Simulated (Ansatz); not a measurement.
```yaml
crystal:
  periodic: [false, false, false]
  atoms:
    - {symbol: Li, position_ang: [2.929792, 0.737883, 1.459690]}
    - {symbol: H, position_ang: [1.172653, 3.201421, -1.201978]}
    - {symbol: Li, position_ang: [-2.252624, 2.370458, 0.751988]}
    - {symbol: H, position_ang: [-0.443088, 0.147455, 3.584830]}
    - {symbol: Li, position_ang: [-1.088419, -2.971447, 1.115639]}
    - {symbol: H, position_ang: [2.426970, -2.553888, -0.810212]}
    - {symbol: Li, position_ang: [0.411265, -0.136869, -3.327322]}
    - {symbol: H, position_ang: [-3.156570, -0.794991, -1.572658]}
basis:
  gaussian: {orbitals: cc-pVDZ, nuclear_model: gaussian}
total_charge: -1
magnetization: {spin_polarized: true, initial_magnetization: 1}
hamiltonian: {xc: {name: PBE}}
scf: {omitted_lower_state_checks: [starts]}
output: {forces: true}
```

```sh
$ ansatz run in.yaml --threads 4 --pin off --events-out ev --progress --plain --max-ram 3916MiB
```

Shortened log:

```
Functional definition: PBE
732 factors; their error is unknown
mean field evaluation 1: about -863.4842 eV, gradient 1.8e1 eV
mean field evaluation 2: about -827.8450 eV, gradient 1.7e1 eV
mean field evaluation 4: about -864.0581 eV, gradient 1.5e1 eV
mean field evaluation 8: about -869.3833 eV, gradient 4.0e0 eV
mean field evaluation 16: about -870.3320 eV, gradient 1.5e-1 eV
mean field evaluation 32: about -870.3337 eV, gradient 3.0e-6 eV
mean field -870.33370971 eV, -31.9841738985 hartree, gradient 3.0e-6 eV, S^2 1.363263; 0 other end points of the search recorded, 0 dependent functions left out
reference -870.33377751 eV, -31.9841763902 hartree; 9, 8 occupied and 67, 68 virtual orbitals, 732 factors
Total energy: -870.33377751 eV, -31.9841763902 hartree
Atom 0 at     2.929792     0.737883     1.459690 Å, force    -0.553507    -0.136435    -0.232128 eV/Å
Atom 1 at     1.172653     3.201421    -1.201978 Å, force    -0.130279    -0.342772     0.163232 eV/Å
Atom 2 at    -2.252624     2.370458     0.751988 Å, force     0.416598    -0.442047    -0.099653 eV/Å
Atom 3 at    -0.443088     0.147455     3.584830 Å, force     0.053243    -0.017738    -0.430866 eV/Å
Atom 4 at    -1.088419    -2.971447     1.115639 Å, force     0.198662     0.557951    -0.167714 eV/Å
Atom 5 at     2.426970    -2.553888    -0.810212 Å, force    -0.265118     0.275957     0.121111 eV/Å
Atom 6 at     0.411265    -0.136869    -3.327322 Å, force    -0.054728     0.018223     0.442925 eV/Å
Atom 7 at    -3.156570    -0.794991    -1.572658 Å, force     0.335129     0.086861     0.203093 eV/Å
Dipole moment:    -0.040087     0.013308     0.324027 e Å
Checks for a lower state left out: starts
```

In this input the geometry is stretched to more than twice its size. The run converged. The result belongs to that input, not to the species as meant.

The highest occupied level of an anion often lies above zero with these methods, and sets without diffuse functions describe the outer electron poorly. The charge -1 doublet is spin-contaminated (final ⟨S²⟩ up to 1.36, 0.75 for a pure state).
